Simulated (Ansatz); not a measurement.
`O=C[SiH2][SiH](O)Cl` at its PBE0-D4/def2-TZVP geometry, where that method's forces vanish. The species carries charge 0 and has multiplicity 1.

```xyz
11

O    -0.8186   -0.3878    2.7762
C    -0.1617   -0.8792    1.8954
Si   -0.7695   -0.9343    0.0650
Si    0.1174    0.9519   -0.9972
O     1.7288    0.8967   -0.7005
Cl   -0.2657    0.8584   -3.0221
H     0.8503   -1.2901    2.1226
H    -0.2398   -2.1548   -0.5995
H    -2.2523   -0.9041    0.0401
H    -0.4723    2.2377   -0.5472
H     2.2833    1.6057   -1.0328
```

What forces (eV/Å) does PBE-D4/def2-TZVPP give on these atoms in Ansatz? (Best estimate.)

The calculation gave: 
```
O1  -0.606  0.458  0.823
C2   0.368 -0.312 -0.606
Si3  0.036  0.005 -0.051
Si4 -0.334 -0.028  0.042
O5   0.265 -0.361  0.275
Cl6 -0.074 -0.009 -0.302
H7   0.274 -0.117  0.009
H8   0.058 -0.126 -0.096
H9  -0.161  0.014 -0.010
H10 -0.091  0.149  0.066
H11  0.265  0.328 -0.151
```
